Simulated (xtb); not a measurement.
C₅H₇F, SMILES F[C@H]1C=CCC1. All values are semi-empirical tight-binding results from xtb (GFN2-xTB unless named), good for trends rather than for accurate numbers. Coordinates come from a GFN2-xTB optimisation. The structure was generated by enumeration; whether it is a known compound was not checked. Other conformers were not sampled.

Optimised geometry:

```xyz
13

F     -1.7057     0.6287     0.8022
C     -0.7840     0.3875    -0.2036
C      0.5122     1.1001     0.0514
C      1.5440     0.2799    -0.0442
C      1.1353    -1.1206    -0.3836
C     -0.3965    -1.0983    -0.2475
H     -1.2703     0.7391    -1.1240
H      0.5310     2.1504     0.2790
H      2.5790     0.5489     0.0770
H      1.6031    -1.8508     0.2778
H      1.4389    -1.3599    -1.4059
H     -0.7011    -1.5495     0.6971
H     -0.8951    -1.6280    -1.0562
```
Charge 0, spin multiplicity 1.

Computed properties:
```json
{
 "orbital_gap": "5.11 eV",
 "dipole_moment": "2.65 D",
 "zero_point_energy": "66.8 kcal/mol",
 "G − E(el) at 298.15 K (modified RRHO)": "48.6 kcal/mol",
 "static polarisability (D4 model)": "57.9 bohr³",
 "solvation energy, GFN2-xTB/ALPB(water)": "-2.5 kcal/mol",
 "solvation energy, GFN2-xTB/ALPB(dmso)": "-4.8 kcal/mol"
}
```

Computed IR lines (harmonic; lines under 4 % of the strongest left out, lines within 3 cm⁻¹ merged):
ν (cm⁻¹): 274 (w), 378 (m), 499 (m), 779 (m), 845 (w), 905 (s), 977 (w), 1006 (s), 1043 (m), 1060 (vs), 1100 (m), 1110 (m), 1147 (m), 1240 (w), 1279 (m), 1289 (m), 1326 (m), 1481 (m), 1698 (m), 2883 (vs), 2953 (s), 2989 (s), 3009 (s), 3024 (s), 3119 (m), 3143 (s) (against the strongest line: vs over 80 %, s over 45 %, m over 15 %, w over 4 %, vw less)

Computed atomic charges and the Wiberg bond orders between heavy atoms:
charges (e) F1 -0.26, C2 0.15, C3 -0.05, C4 -0.03, C5 -0.06, C6 -0.07, H7 0.04, H8 0.05, H9 0.04, H10 0.05, H11 0.05, H12 0.06, H13 0.04. Bond orders F1–C2 0.92, C2–C3 1.00, C3–C4 1.93, C4–C5 1.03, C2–C6 0.99, C5–C6 1.00.
